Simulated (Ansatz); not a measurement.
Two isomers of GeH6SSi: A = `[SiH3][GeH2][SH]`, B = `[SiH3][S][GeH3]`.

Program: Ansatz. Geometries: PBE0-D4/def2-TZVP. ΔE: electronic, gas phase. CCSD(T)/CBS is the MP2 limit (def2-TZVPP, def2-QZVPP) plus CCSD(T) − MP2 in def2-TZVPP, frozen cores. Functionals use def2-TZVPP. B3LYP here is the variant with VWN-RPA as its local correlation; programs differ in this. For Ge outer-core shells are correlated without core-valence functions, which leaves a few kJ/mol of doubt a bond. Scalar relativity is left out up to krypton. Each species was taken in one conformer, which may not be the lowest.

(1) Which isomer does CCSD(T)/CBS put lower? Give the gap. (Best estimate.)

(2) Give E(B) − E(A) in kcal/mol with CCSD(T)/def2-SVP, B2PLYP, MP2/def2-TZVPP, CCSD/def2-TZVPP, ωB97M-V, B3LYP-D4, B3LYP. (Best estimate.)

(3) Does the order hold for the free energy at 298.15 K (harmonic terms from PBE0-D4)? (Best estimate.)

Largest T1 diagnostic: 0.012.

Answers

(1) The calculation gave: B, by 10.7 kcal/mol.

(2) Ansatz gave: CCSD(T)/def2-SVP -9.8, B2PLYP -10.3, MP2/def2-TZVPP -11.9, CCSD/def2-TZVPP -10.0, ωB97M-V -10.8, B3LYP-D4 -9.8, B3LYP -9.2. None reverses the order clearly.

(3) Computed: Yes: G(B) − G(A) = -10.4 kcal/mol, for one conformer each. Modes under 60 cm⁻¹, often nearly free rotors, make the harmonic entropy too high.

From BLYP to BHLYP (50 % exact exchange), in def2-TZVPP and without D4, E(B) − E(A) moves by −2.0 kcal/mol. Leaving LDA and LC-ωPBE aside and taking each functional with its dispersion term where it has one, the values, not all of them listed here, spread over 2.6 kcal/mol, from B97M-V to PBE-D4.
